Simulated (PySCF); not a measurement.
A GIAO shielding run with PySCF (density fitting, non-relativistic, gas phase) on SMILES C#C/C=C/N([SiH3])[SiH2]F, C₄H₈FNSi₂:

```
$ OMP_NUM_THREADS=1 python probes_run.py task.json out

{"job": {"kind": "nmr", "xc": "PBE0", "basis": "pcSseg-1"}, "charge": 0, "multiplicity": 1}
C      3.992991    -0.073866     0.129714
C      2.822798     0.198116     0.090084
C      1.461307     0.546863     0.045044
C      0.493996    -0.376646     0.020898
N     -0.868035    -0.142849    -0.021293
Si    -1.465820     1.514496    -0.041933
Si    -1.859932    -1.567802    -0.072645
F     -3.389373    -1.089738    -0.044024
H      5.012482    -0.316916     0.164315
H      1.239615     1.604848     0.031333
H      0.773185    -1.423382     0.035629
H     -0.997584     2.164603     1.185280
H     -0.929306     2.164530    -1.241406
H     -2.916250     1.438446    -0.088782
H     -1.681764    -2.361965     1.132969
H     -1.695908    -2.269794    -1.336594
```

Hardware: 1 thread of an AMD EPYC, shared host. The job also computes population analyses, field gradients.

Q: How large is the calculation?

A: 76 electrons, 190 basis functions and 1027 auxiliary functions.

Q: How long does it take, and how much memory does it need?

A: 84 s of wall time, with 14 SCF cycles and 5 response iterations; peak memory 0.84 GiB. Times on a shared host scatter by some tens of per cent.
